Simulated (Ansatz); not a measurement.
**Question.** Name a neutral molecule of N, O, Si and H with size of the dipole moment (ωB97M-V/def2-TZVPP) between 2.25 and 2.55 D and HOMO energy (PBE0/def2-TZVPP) between -7.00 and -6.70 eV (Ansatz, PBE0-D4/def2-TZVP geometry).

**Answer.** `N[SiH2][Si](N)(O)O` (2.47 D, -6.98 eV). Other molecules can fit too; these were computed, each in one conformer that needn't be the lowest.
